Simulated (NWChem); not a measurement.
Species: GeHCl, singlet; SMILES [Cl][GeH]

Results from NWChem. Low-valent species are run as closed-shell singlets; no triplet was tried in these runs. All runs use the structure optimised with PBE0-D3(BJ)/def2-TZVP. Ions are spin-unrestricted doublets at the neutral geometry; other ion states weren't tried.

For level CAM-B3LYP/def2-SVPD:

```yaml
"−ε(HOMO) (eV)": 8.50
```

Question: How do the values read with level LRC-wPBEh/def2-SVPD instead?

Answer: 
- −ε(HOMO) (eV): 9.03
